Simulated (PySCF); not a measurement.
# Electronic structure of K³⁺ (potassium, charge +3) at the UHF level

Configuration: [Ne] 3s2 3p4, high-spin 3P determinant. Computed with PySCF 2.14 in cc-pVTZ-X2C (6s5p3d1f, 43 functions), with scalar relativity by spin-free X2C-1e.

* Total energy: -598.469583 hartree
* One-electron energy: -796.1861 hartree
* Hartree (Coulomb) energy: 229.3167 hartree
* Exchange energy: -31.6002 hartree
* ⟨S²⟩: 2.0037
* ⟨L²⟩: 2.012
* Sum of ⟨r⟩: 11.08 bohr
* Sum of ⟨r²⟩: 14.29 bohr²
* Traceless quadrupole moment −½Σ⟨3z² − r²⟩ along its main axis: -0.947 e·bohr²
* Langevin diamagnetic susceptibility: -11.3 ×10⁻⁶ cm³/mol
* Time after the integrals: 0.18 s of wall time on 1 thread of Neoverse-N1 (shared host)

| shell | electrons | mean orbital energy (hartree) | spread (hartree) | rms radius, mean of both spins (bohr) |
| --- | --- | --- | --- | --- |
| 1s α | 1 | -136.09509 | 0 | 0.0937 |
| 1s β | 1 | -136.06313 | 0 | 0.0937 |
| 2s α | 1 | -16.41869 | 0 | 0.417 |
| 2s β | 1 | -16.38890 | 0 | 0.417 |
| 2p α | 3 | -13.36185 | 0.03706 | 0.387 |
| 2p β | 3 | -13.30758 | 0.02254 | 0.387 |
| 3s α | 1 | -3.27890 | 0 | 1.37 |
| 3s β | 1 | -2.97336 | 0 | 1.37 |
| 3p α | 3 | -2.41357 | 0.09003 | 1.52 |
| 3p β | 1 | -2.28602 | 0 | 1.52 |

Densities and radii are taken from the X2C orbitals without a picture-change correction, which distorts them close to the nucleus.
